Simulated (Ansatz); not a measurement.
Basis sets compared for MnCl₂. Charge 0, multiplicity 6. Geometry PBE-D4/def2-TZVP. Ansatz on 2 threads of Intel Xeon 6975P-C on a shared host; times are rough, and most runs start from earlier orbitals.

```xyz
3

Mn   -0.0020   -0.0048    0.0018
Cl   -1.7697    0.3096   -1.2098
Cl    1.7717   -0.3049    1.2080
```

The 6-31G sets use Cartesian d functions. B3LYP takes the VWN-RPA correlation.

Binding counts from free atoms (Mn sextet, Cl doublet) in the same basis, without a counterpoise term.

```tsv
level	functions	energy (Eh)	HOMO (eV)	LUMO (eV)	binding per atom (eV)	wall time
HF/STO-3G	36	-2047.0406	-9.38	4.25	2.79	0.2 s
HF/6-31G	55	-2068.8072	-12.07	-0.06	1.81	0.35 s
HF/def2-TZVP	119	-2069.0270	-11.91	0.48	2.06	0.9 s
PBE-D4/def2-SVP	67	-2070.4736	-6.47	-4.17	2.90	1 s
PBE-D4/def2-TZVP (with forces)	119	-2070.9626	-6.86	-4.44	2.93	1.2 s
PBE-D4/def2-TZVPD	140	-2070.9655	-6.95	-4.52	2.93	1.5 s
r2SCAN-D4/def2-TZVP	119	-2071.5029	-7.33	-3.68	2.92	2.8 s
r2SCAN-D4/def2-TZVPD	140	-2071.5048	-7.38	-3.73	2.93	3.3 s
B3LYP-D4/6-31G	55	-2071.4015	-8.25	-3.89	2.47	0.85 s
B3LYP-D4/def2-TZVP	119	-2071.6352	-8.19	-3.59	2.67	2 s
PBE0-D4/def2-SVP	67	-2070.5850	-8.20	-2.85	2.75	1.1 s
PBE0-D4/def2-TZVP (with forces)	119	-2071.0647	-8.52	-2.96	2.80	3 s
PBE0-D4/def2-TZVPD	140	-2071.0669	-8.58	-3.01	2.81	2.2 s
```

**Question.** Estimate the rows for PBE0-D4/def2-QZVPP.

**Answer.** 
```json
{"level": "PBE0-D4/def2-QZVPP", "functions": "240", "energy (Eh)": "-2071.1198", "HOMO (eV)": "-8.55", "LUMO (eV)": "-2.94", "binding per atom (eV)": "2.83", "wall time": "5.5 s"}
```
